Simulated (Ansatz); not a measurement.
Relaxation of CH₄LiNSi (8 atoms, charge 0, multiplicity 1), to a largest force component of 0.02 eV/Å in at most 40 steps.

All numbers below come from Ansatz, RKS PBE0-D4/6-31G*.

```xyz
8
Properties=species:S:1:pos:R:3
Li -1.273 2.440 0.097
N -0.218 1.266 -0.601
C -0.320 0.190 0.267
Si 0.686 -1.270 0.274
H 0.395 1.003 -1.364
H -0.951 0.393 1.144
H 1.399 -1.644 -0.937
H 0.282 -2.380 1.120
```

Q: Where does it end, and by what steps?

A: The forces met the threshold. After 13 steps the energy has fallen by 0.374 eV; Si4 moved furthest, 0.39 Å.

```tsv
step	energy less start (eV)	largest force component (eV/Å)	accepted
0	0.0000	1.294	yes
1	-0.1402	1.135	yes
2	-0.2578	1.506	yes
3	-0.3210	1.081	yes
4	-0.3650	0.176	yes
5	-0.3684	0.138	yes
6	-0.3698	0.043	yes
7	-0.3706	0.044	yes
8	-0.3713	0.070	yes
9	-0.3718	0.077	yes
10	-0.3724	0.055	yes
11	-0.3731	0.036	yes
12	-0.3736	0.030	yes
13	-0.3738	0.017	yes
```

```xyz
8
Properties=species:S:1:pos:R:3
Li -1.328 2.293 0.249
N -0.244 1.191 -0.669
C -0.195 0.203 0.210
Si 0.988 -1.200 0.503
H 0.387 1.032 -1.451
H -0.893 0.355 1.072
H 1.274 -1.635 -0.919
H 0.011 -2.239 1.005
```

The run took 95 s on 1 thread of Intel(R) Xeon(R) Processor @ 2.50GHz (Skylake/Cascade Lake), with other jobs on the host, peak memory 0.17 GiB.
